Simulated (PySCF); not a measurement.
[TcBr6]2- holds Tc(IV), d3, at total charge -2. The structure is a PBE0-D3(BJ)/def2-SVP, IEF-PCM water geometry optimised for multiplicity 4; coordination octahedral, point group Oh, metal–donor distances 2.53 Å.

The d shell alone is too small an active space for [TcBr6]2- (an active orbital has only 0.54 squared overlap with the free ion's shell): its levels, fitted parameters, g values and moments show what this model gives and aren't sound predictions.

Method (PySCF 2.14, density fitting): CASSCF(3,5) with orbitals averaged over all microstates of the shell, strongly contracted NEVPT2 on the averaged canonical orbitals; basis x2c-TZVPall on the metal, x2c-SVPall elsewhere; spin-free X2C; IEF-PCM water; spin-orbit coupling by state interaction with the mean-field operator over all roots.

CASSCF energies above the lowest CASSCF root:

| state | CASSCF / cm⁻¹ |
| --- | --- |
| 4A2g | 0 |
| 2Eg | 13215 |
| 2T1g | 13817 |
| 2T2g | 21034 |
| 4T2g | 22718 |
| 4T1g | 28959 |
| 2A1g | 32853 |
| 2T2g | 32911 |
| 2T1g | 34707 |
| 2Eg | 36585 |
| 2T1g | 37739 |
| 2T2g | 42832 |
| 2A2g | 44528 |
| 4T1g | 49374 |
| 2Eg | 54446 |
| 2T1g | 57135 |
| 2T2g | 57576 |
| 2T1g | 61916 |
| 2T2g | 72909 |
| 2Eg | 85726 |

Q: How does dynamic correlation (SC-NEVPT2) move these states?

A: 
```
state  NEVPT2 / cm⁻¹  shift / cm⁻¹
 4A2g              0             0
  2Eg          11974         -1240
 2T1g          12356         -1462
 2T2g          19100         -1934
 4T2g          28873         +6155
 4T1g          33402         +4443
 2A1g          37947         +5094
 2T2g          37319         +4408
 2T1g          39054         +4347
  2Eg          40622         +4037
 2T1g          41004         +3265
 2T2g          44204         +1373
 2A2g          45900         +1372
 4T1g          57003         +7630
  2Eg          53929          -517
 2T1g          63648         +6513
 2T2g          63231         +5654
 2T1g          65820         +3904
 2T2g          72652          -257
  2Eg          88108         +2382
```

No frequencies were computed for the optimised geometry. Charge-transfer states lie outside this active space and may come lower than some of these levels. NEVPT2 lifts 4T2g from 22718 to 28873 cm⁻¹; on the d shell alone it tends to overshoot states that fill the eg-type orbitals. NEVPT2 on the d shell alone tends to put d–d bands too high for such charged or covalently bound ions.
